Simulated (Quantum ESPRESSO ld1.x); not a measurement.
Task: All-electron atom: Tb2+ in [Xe] 4f9. All-electron calculation, Dirac Kohn-Sham, Engel-Vosko exchange with Perdew-Wang LDA correlation, spin-unpolarised, spherical densities, point nucleus; open shells fill j = l - 1/2 first. Program: ld1.x of Quantum ESPRESSO 7.5. Some entries of the table are withheld. Estimate them.

| orbital | occ. | eigenvalue (Ry) | <r> (bohr) |
|---|---|---|---|
| 1s1/2 | 2 | -3809.06 | 0.02150 |
| 2s1/2 | 2 | -631.989 | 0.09093 |
| 2p1/2 | 2 | -600.267 | 0.07591 |
| 2p3/2 | 4 | -545.436 | 0.08286 |
| 3s1/2 | 2 | (1) | 0.2388 |
| 3p1/2 | 2 | -127.258 | 0.2285 |
| 3p3/2 | 4 | -115.931 | 0.2417 |
| 3d3/2 | 4 | -92.4625 | 0.2140 |
| 3d5/2 | 6 | -89.9911 | 0.2181 |
| 4s1/2 | 2 | -28.7647 | 0.5414 |
| 4p1/2 | 2 | (2) | 0.5529 |
| 4p3/2 | 4 | (3) | 0.5828 |
| 4d3/2 | 4 | (4) | 0.6177 |
| 4d5/2 | 6 | (5) | 0.6283 |
| 5s1/2 | 2 | -4.50521 | 1.327 |
| 5p1/2 | 2 | (6) | 1.495 |
| 5p3/2 | 4 | (7) | 1.595 |
| 4f5/2 | 6 | -1.26400 | (8) |
| 4f7/2 | 3 | -1.20641 | (9) |

Result: 
(1) 3s1/2 eigenvalue (Ry): -140.980
(2) 4p1/2 eigenvalue (Ry): -23.3941
(3) 4p3/2 eigenvalue (Ry): -20.8844
(4) 4d3/2 eigenvalue (Ry): -12.0759
(5) 4d5/2 eigenvalue (Ry): -11.6224
(6) 5p1/2 eigenvalue (Ry): -3.06884
(7) 5p3/2 eigenvalue (Ry): -2.74865
(8) 4f5/2 <r> (bohr): 0.8894
(9) 4f7/2 <r> (bohr): 0.9079
